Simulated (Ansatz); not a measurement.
Calculated with Ansatz (gas phase, PBE0-D4/def2-TZVP geometries, no zero-point term in ΔE). CCSD(T)/CBS adds triple-zeta CCSD(T) − MP2 to the extrapolated MP2 energy (def2 sets, frozen cores). This one scheme is used for every species. One conformer a species, not always the lowest.

Reaction (redistribution): `C[SiH2]BO[SiH3]` + `[AlH2][CH2]Cl` → `C[SiH2][CH2][AlH2]` + `[SiH3]OBCl`

```json
{"species": "`C[SiH2]BO[SiH3]`", "MP2/def2-QZVPP energy (Eh)": "-721.52124"}
{"species": "`[AlH2][CH2]Cl`", "MP2/def2-QZVPP energy (Eh)": "-742.13502"}
{"species": "`C[SiH2][CH2][AlH2]`", "MP2/def2-QZVPP energy (Eh)": "-612.50646"}
{"species": "`[SiH3]OBCl`", "MP2/def2-QZVPP energy (Eh)": "-851.23819"}
```

**Question.** Work out ΔE.

**Answer.** ΔE = (-612.50646) + (-851.23819) − (-721.52124) − (-742.13502) = -0.08839 Eh = -55.5 kcal/mol. CCSD(T)/CBS gives -52.2 kcal/mol.

Largest T1 diagnostic among the species: 0.013.

From PBE to PBE0 (25 % exact exchange), in def2-TZVPP and without D4, ΔE moves by −1.7 kcal/mol. The D4 term adds −1.5 kcal/mol with B3LYP and −0.8 kcal/mol with PBE0; it sums over pairs of atoms, weighted by their polarisabilities, and B3LYP, whose exchange is more repulsive, gets the larger term. In def2-TZVPP, CCSD(T) changes the Hartree–Fock value by −1.1 kcal/mol (the triples alone add −0.3 kcal/mol) and MP2 by −4.3 kcal/mol.

B3LYP here is the variant with VWN-RPA as its local correlation; programs differ in this.
